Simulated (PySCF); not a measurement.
Si(Me)(OH)2(SH) (CH6O2SSi), SMILES C[Si](O)(O)S.

Geometry optimised at PBE0-D3(BJ)/def2-SVP. Other conformers were not sampled.

All values below come from PBE/def2-TZVP in PySCF.

The molecule is in vacuum.

Computed frontier levels, gap, dipole moment and polarisability:
```yaml
highest_occupied_level: -6.20 eV
lowest_empty_level: -0.68 eV
orbital_gap: 5.51 eV
dipole_moment: 0.90 D
quadrupole, principal values (traceless, Buckingham form, about the centre of nuclear charge): -7.86, 3.13, 4.73 D·Å
mean_static_polarisability: 63.6 bohr³ (9.42 Å³)
polarisability_principal_values: 56.9, 61.5, 72.3 bohr³
```
